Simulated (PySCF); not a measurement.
PbH₄: breathing scan

Level of theory: PBE0/[Pb def2-TZVP with ECP60, H def2-TZVP], scalar-relativistic core potentials, density fitting, no spin–orbit coupling, PySCF.

Rigid scan from the singlet minimum (Pb–H 1.750 Å (×4); H–Pb–H 109.5° (×6)). Coordinate: all bonds to the central atom scaled together. Energies in kJ/mol from the minimum.

| scale of all bonds to the centre | E (kJ/mol) |
| --- | --- |
| 0.88 | 150.5 |
| 0.92 | 60.1 |
| 0.96 | 13.6 |
| 1.00 | 0.0 |
| 1.04 | 11.0 |
| 1.08 | 40.0 |
| 1.14 | 106.4 |
| 1.22 | 219.3 |
| 1.35 | 420.0 |

At long bonds a restricted determinant can lie too high, and another spin state can fall below this curve.

No spin–orbit coupling is included, which matters more the heavier the element.
